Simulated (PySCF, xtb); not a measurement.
CHS, SMILES [CH][S] (connectivity only; charge and spin as stated), neutral, multiplicity 2.

Harmonic wavenumbers (cm⁻¹) from GFN2-xTB (xtb 6.7.1) at its own minimum, in rising order: 806, 1245, 3036.

Q: What does PySCF 2.14.0 with B3LYP-D3(BJ)/def2-TZVPD give at its own minimum? (An estimate is asked for; the answer gives what the named calculation found.)

A: 821, 1208, 3114. Paired by order, the mean absolute difference is 44 cm⁻¹ and the zero-point energies are 7.3 and 7.4 kcal/mol.
